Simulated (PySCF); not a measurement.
## One Si site, 4 surroundings

Gas-phase molecules, one conformer each, optimised by PBE0-D3(BJ)/def2-SVP. No frequency run checks that these structures are minima. Shifts by GIAO PBE0/pcSseg-1 against computed TMS. Core levels by delta-SCF with SCAN, pcX-2 on the ionised atom and pcseg-1 elsewhere, spin-free X2C (2p3/2 is the spin-free 2p value less a third of a first-order spin-orbit splitting); from the vacuum level. Excitations by CAM-B3LYP/def2-SVPD.

Question: Order these by the shift of Si (ppm), lowest first.
A. F[Si]([SiH3])([SiH3])[SiH3] (Si bonded to 1 F + 3 Si)
B. F[Si]([SiH3])(O[SiH3])O[SiH3] (Si bonded to 1 F + 2 O + 1 Si)
C. F[Si]([SiH3])([SiH3])O[SiH3] (Si bonded to 1 F + 1 O + 2 Si)
D. F[Si](O[SiH3])(O[SiH3])O[SiH3] (Si bonded to 1 F + 3 O)

Answer: D (-102.1), B (-46.9), C (35.2), A (43.6).

Question: Give the other values.

Answer: 
```
            structure (SMILES)      Si bonded to  shift of Si (ppm)  core level of Si (eV)  lowest singlet (eV)
 F[Si]([SiH3])(O[SiH3])O[SiH3]  1 F + 2 O + 1 Si              -46.9                 108.37                 7.61
  F[Si]([SiH3])([SiH3])O[SiH3]  1 F + 1 O + 2 Si               35.2                 107.83                 5.84
   F[Si]([SiH3])([SiH3])[SiH3]        1 F + 3 Si               43.6                 107.07                 5.66
F[Si](O[SiH3])(O[SiH3])O[SiH3]         1 F + 3 O             -102.1                 109.19                 7.60
```
